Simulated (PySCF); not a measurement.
**Continuum solvent and chemical shifts**

Geometry:
```
atom   x (Å)   y (Å)   z (Å)
  C1   1.665  -2.092  -1.256
  C2   1.762  -0.758  -1.200
  C3   0.712   0.136  -0.737
  C4   0.720   1.490  -0.716
  C5  -0.460   2.224  -0.165
  C6  -1.616   1.228   0.051
  P7  -0.827  -0.407   0.009
  C8  -0.619  -1.190   1.615
  H9   2.493  -2.705  -1.620
 H10   0.761  -2.634  -0.957
 H11   2.685  -0.268  -1.526
 H12   1.590   2.049  -1.075
 H13  -0.767   3.039  -0.839
 H14  -0.174   2.717   0.781
 H15  -2.178   1.386   0.982
 H16  -2.336   1.264  -0.781
 H17  -1.555  -1.302  -0.806
 H18  -0.003  -2.094   1.507
 H19  -0.109  -0.486   2.288
 H20  -1.601  -1.462   2.030
```

Total charge +1.

GIAO PBE0/pcSseg-1 in PySCF 2.14.0 with density-fitted response routines on one PBE0-D3(BJ)/def2-SVP conformer, non-relativistic, equivalent nuclei averaged. Solvents enter as an IEF-PCM continuum (cyclohexane with ε = 2.0, dimethylsulfoxide with ε = 46.8) around the gas-phase geometry. Shifts are referred to TMS computed in the same medium.

Gas phase, δ in ppm: C4 165.5, C1 135.4, C2 135.3, C3 129.7, C5 35.7, C6 18.0, C8 6.8, H12 7.27, H11 7.08, H17 6.77, H9 6.37, H10 5.54, H13 3.50, H14 3.29. Dipole moment 2.56 D.

Problem. How does each δ change in the continuum?

Solution. 
| atoms | environment | Δδ, cyclohexane | Δδ, dimethylsulfoxide |
| --- | --- | --- | --- |
| C4 | alkene CH | +1.4 | +3.3 |
| C1 | terminal =CH2 carbon | -1.6 | -3.3 |
| C2 | alkene CH | +1.2 | +2.7 |
| C3 | fully substituted alkene carbon | +0.6 | +1.6 |
| C5 | allylic sp3 CH2 | +0.6 | +1.4 |
| C6 | sp3 CH2 bonded to P | +0.6 | +1.4 |
| C8 | methyl carbon bonded to P | +0.3 | +0.7 |
| H12 | hydrogen on an alkene CH | +0.02 | +0.03 |
| H11 | hydrogen on an alkene CH | -0.02 | -0.05 |
| H17 | hydrogen on a phosphorus bonded to 3 C, in a 5-membered ring | +0.12 | +0.34 |
| H9 | hydrogen on a terminal =CH2 carbon | -0.16 | -0.37 |
| H10 | hydrogen on a terminal =CH2 carbon | +0.05 | +0.20 |
| H13 | hydrogen on an allylic sp3 CH2 | -0.06 | -0.19 |
| H14 | hydrogen on an allylic sp3 CH2 | -0.02 | -0.05 |

Changes are relative to the gas phase. The dipole moment becomes 2.94 D in cyclohexane, 3.59 D in dimethylsulfoxide.

Problem. Which of the listed nuclei move most (in ppm), and what does the model miss?

Solution. C4 (alkene CH, +3.3 ppm) and C1 (terminal =CH2 carbon, -3.3 ppm) in dimethylsulfoxide. A continuum only polarises the solute; specific hydrogen bonds, the anisotropy of aromatic solvents and changes of geometry or conformer are outside it, as are counter-ions.
